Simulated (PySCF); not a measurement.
# A survey of ¹⁹F NMR shifts

Theoretical values (PySCF 2.14): shielding tensors at PBE0/pcSseg-1 (GIAO), GFN2-xTB structure. One computed conformer, in vacuum, fast rotation and ring inversion assumed for equivalent nuclei, no relativistic terms.

Shieldings were converted by a linear fit to measured shifts: ¹⁹F: δ = 146.13 − 0.903σ +14.6 on sp3 carbon (rms 6.0 ppm, 223 shifts, 7.0 ppm with the 5 outliers that the fit left out vs CFCl3, solution or neat liquid). A few per cent of atoms miss by over 2 rms, more outside the fitted compound classes.

Problem. Give the ¹⁹F shifts of `CS/C=C(/CF)C(F)F`.

Solution. 
| compound | environment | δ (ppm) |
| --- | --- | --- |
| [CH3:1][S:2]/[CH:3]=[C:4](/[CH2:5][F:6])[CH:7]([F:8])[F:9] | F8/9: fluorine of a CF2 group (×2) | -119.4 |
| [CH3:1][S:2]/[CH:3]=[C:4](/[CH2:5][F:6])[CH:7]([F:8])[F:9] | F6: fluorine on an sp3 carbon | -244.3 |

Problem. Match the shifts -90.9, -109.9, -232.6, -254.8 ppm to `CN(C)[SiH2][C@@H](F)CCC#N`, `C=Cp1c([SiH3])cc(F)c1[SiH3]`, `FC[SiH](P)P`, `N#Cc1c[nH]c(F)p1`.

Solution. -90.9: C=Cp1c([SiH3])cc(F)c1[SiH3] (fluorine on an unsaturated ring); -109.9: N#Cc1c[nH]c(F)p1 (aryl fluorine); -232.6: CN(C)[SiH2][C@@H](F)CCC#N (fluorine on an sp3 carbon); -254.8: FC[SiH](P)P (fluorine on an sp3 carbon).
